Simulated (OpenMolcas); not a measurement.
# Ir: effect of the basis set

* Program: OpenMolcas 26.06
* Method: CASSCF
* Active space: 7 electrons in 5 orbitals (5d)
* State averaging: 2S+1 = 4 even, 10 roots; 2S+1 = 2 even, 40 roots
* Spin-orbit coupling: state interaction with AMFI integrals over the reference wave functions, term energies averaged over their components

A. ANO-R1 [7s5p4d2f], X2C, finite nucleus; cost about 11 core-seconds
B. ANO-RCC-VDZP [7s6p4d2f], DKH2, point nucleus; cost of the order of 10 core-seconds
C. ANO-R2 [8s6p5d3f1g], X2C, finite nucleus; cost roughly 17 core-seconds
D. ANO-RCC-VTZP [8s7p5d3f1g], DKH2, point nucleus; cost about 19 core-seconds
E. ANO-RCC-VQZP [9s8p6d4f2g1h], DKH2, point nucleus; cost roughly 30 core-seconds
F. ANO-R3 [9s7p6d4f2g2h], X2C, finite nucleus; cost of the order of 23 core-seconds

Energies in cm⁻¹ above 5d⁷ 6s² ⁴F_9/2, the measured ground level; measured values from NIST Handbook of Basic Atomic Spectroscopic Data.

```
                Level      A      B      C      D      E      F  Measured
       5d⁷ 6s² ⁴F_9/2    0.0    0.0    0.0    0.0    0.0    0.0       0.0
       5d⁷ 6s² ⁴F_7/2   7166   7212   7090   7083   7113   7100      7107
       5d⁷ 6s² ⁴F_5/2   9544   9577   9488   9487   9511   9500      9878
5d⁷ 6s² ⁴F_3/2 [50 %]  10351  10357  10342  10348  10358  10351          
       5d⁷ 6s² ⁴P_5/2  16420  16432  16430  16431  16453  16439     12952
5d⁷ 6s² ²G_9/2 [64 %]  16775  16784  16791  16798  16815  16803     13940
5d⁷ 6s² ⁴P_1/2 [70 %]  19677  19694  19682  19684  19711  19694          
      5d⁷ 6s² ²H_11/2  22455  22456  22487  22493  22515  22499          
       5d⁷ 6s² ²G_7/2  22695  22721  22697  22697  22733  22710     17779
    5d⁷ 6s² ²D_5/2(1)  26331  26358  26318  26320  26360  26335          
5d⁷ 6s² ²P_1/2 [70 %]  29948  29998  29910  29905  29963  29930          
5d⁷ 6s² ²H_9/2 [74 %]  30114  30159  30095  30088  30146  30111          
       5d⁷ 6s² ²F_5/2  33819  33777  33896  33908  33926  33908     26404
       5d⁷ 6s² ²F_7/2  38245  38236  38282  38284  38327  38297          
    5d⁷ 6s² ²D_3/2(2)  52589  52519  52693  52707  52740  52708          
    5d⁷ 6s² ²D_5/2(2)  55929  55871  56020  56029  56074  56037
```

Deviations, from unrounded energies. A percentage is the sum of absolute deviations over the sum of measured energies, with the sign that they share, or ± where signs differ.

```tsv
Against measurement	Levels	A	B	C	D	E	F
mean absolute deviation (cm-1)	6	3200	3200	3200	3200	3200	3200
fine structure of the ground term (%)	2	±2.3	±2.4	-2.4	-2.4	±2.2	-2.3
other terms of the ground configuration (%)	4	+26.2	+26.2	+26.4	+26.4	+26.5	+26.4
```

A, B, C, D, E, F lie about equally close to measurement. The largest miss of A in the table is 5d⁷ 6s² ²F_5/2, by +7400 cm-1. The ranking rests on the paired levels alone, and a cruder setting can come out closer through cancelling errors.

Among A to F the level of the table that moves most is 5d⁷ 6s² ²D_3/2(2), by 220 cm-1 (lowest in B, highest in E).

Without dynamic correlation excited terms often stand tens of per cent too high (terms of higher spin than the ground term too low), and those without a measured partner can miss by more than the paired ones. Some levels mix across a computed gap that differs much from the measured one, so their mixing is not that of the real levels. With the s shell closed, the reference lacks s² → p², s² → d² and s → d mixing, so excited terms can stand far too high and out of order, with CASPT2 too. Measured partners are found by configuration, term and J. A level has none where our copy of the source lacks it or the pairing is in doubt (some pairs that miss far off the trend of their configuration count as doubtful), and it then counts in no deviation. Only configurations of the active space appear. Levels that lie high or do not pair safely by name in every column are left out.

A share in square brackets marks a mixed level and gives the weight of the term that names it, the lowest over the columns. A number in round brackets counts repeated terms of one configuration in the order of the reference energies.
